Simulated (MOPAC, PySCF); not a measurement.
[Y(F)2(OH)], neutral singlet in the gas phase. 

Cartesian coordinates (Å):
```xyz
5

Y     -0.0817     0.0282     0.0378
F      0.5844    -1.3265     1.3686
F     -2.0383     0.4959     0.0311
O      1.1879     0.9002    -1.2706
H      1.7825     1.3303    -1.8979
```
Charge 0, spin multiplicity 1.

All levels are single points at this geometry (TPSS-D3(BJ)/def2-SVP); Pople sets use spherical d functions. Orbital energies aren't observables, and empty levels follow the basis.

SVWN5/6-31G* (LANL2DZ on Y) in PySCF gives dipole (D) = 2.39.

Estimate the dipole (D) from each of these levels: TPSSh-D3(BJ)/def2-TZVP in PySCF; B3LYP/6-311+G** (LANL2DZ on Y) in PySCF; HF/6-31G* (LANL2DZ on Y) in PySCF; PM6 in MOPAC; PM7 in MOPAC.


```json
[
 {"level": "TPSSh-D3(BJ)/def2-TZVP in PySCF", "dipole (D)": "2.35"},
 {"level": "B3LYP/6-311+G** (LANL2DZ on Y) in PySCF", "dipole (D)": "2.60"},
 {"level": "HF/6-31G* (LANL2DZ on Y) in PySCF", "dipole (D)": "2.49"},
 {"level": "PM6 in MOPAC", "dipole (D)": "3.23"},
 {"level": "PM7 in MOPAC", "dipole (D)": "2.72"}
]
```
